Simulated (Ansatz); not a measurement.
Species: GeH₂SeF, charge 0, doublet. GeH2SeF (SMILES F[Se][GeH2], doublet).
B3LYP-D3(BJ)/def2-TZVP minimum from Ansatz (an electronic-structure program):
```
Ge
H 1 1.5546
H 1 1.5558 2 110.13
Se 1 2.3698 2 99.99 3 114.81
F 4 1.7819 1 96.96 2 -175.34
```
Charge 0, spin multiplicity 2.

Atomisation energy term by term, kcal/mol (programs: Ansatz). Radicals and triplets start from unrestricted determinants; spin-orbit coupling is neglected. Correlated methods leave the cores frozen (noble-gas shells, and filled d and f shells in the p block). No relativity. CBS(X,Y): correlation extrapolated as X^-3, Hartree-Fock from the larger set. A bracket is a step between two methods taken in the basis named. For partners of very few electrons the exact lower level stands in for a higher one.

```tsv
term	basis	kcal/mol
Hartree-Fock	cc-pVQZ	164.59
CCSD correlation	CBS(cc-pVTZ,cc-pVQZ)	96.80
(T)	CBS(cc-pVTZ,cc-pVQZ)	8.18
CCSDT(Q) - CCSD(T)	cc-pVDZ	1.00
sum: De		270.6
```
